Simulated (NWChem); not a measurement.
Molecule: BI$_{2}$Cl; SMILES ClB(I)I

```xyz
4

B      0.0000     0.0000     0.6463
Cl     0.0000     0.0000     2.3846
I     -1.8407     0.0000    -0.4129
I      1.8407     0.0000    -0.4129
```
Atoms are numbered in this order, from 1.

All runs: NWChem. All runs use the structure optimised with PBE0/def2-SVP. def2 effective core potentials on I; no spin-orbit coupling. Ions are spin-unrestricted doublets at the neutral geometry; other ion states weren't tried.

Task: Order these by “−ε(HOMO) (eV)”, lowest first: PBE0/def2-SVP; PBE/def2-SVP; B3LYP/def2-SVP; r2SCAN/def2-SVP; M06-2X/def2-SVP.

Result: PBE/def2-SVP (6.32), r2SCAN/def2-SVP (6.70), B3LYP/def2-SVP (7.20), PBE0/def2-SVP (7.52), M06-2X/def2-SVP (8.68)
